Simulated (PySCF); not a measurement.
Molecule: sum formula AlNH₂Cl₂, net charge 0, singlet state. 
Coordinates optimised at B3LYP-D3(BJ)/def2-TZVP (Ansatz):
```xyz
6

N     -2.0698    -0.2339     0.0098
Al    -0.3309    -0.0374     0.0016
Cl     0.5045     1.8721    -0.1477
Cl     0.9109    -1.7122     0.1410
H     -2.7288     0.5255    -0.0538
H     -2.5421    -1.1211     0.0789
```
Charge 0, spin multiplicity 1.

Dispersion corrections to the total energy (kcal/mol) from the dftd3 and dftd4 libraries through PySCF: D3(BJ) without and D4 with the three-body term, each with the damping fitted for the functional named.

```tsv
functional	D3(BJ)	D4
PW6B95	?	-2.81
r2SCAN	?	-0.78
CAM-B3LYP	-2.97	?
revPBE	-7.21	-8.38
B2GP-PLYP	-3.53	-1.47
PBE	-3.11	-3.37
TPSS	-4.13	-4.52
```

Q: Fill in the missing entries.

A: 
- PW6B95, D3(BJ): -2.13
- r2SCAN, D3(BJ): -0.90
- CAM-B3LYP, D4: -3.02
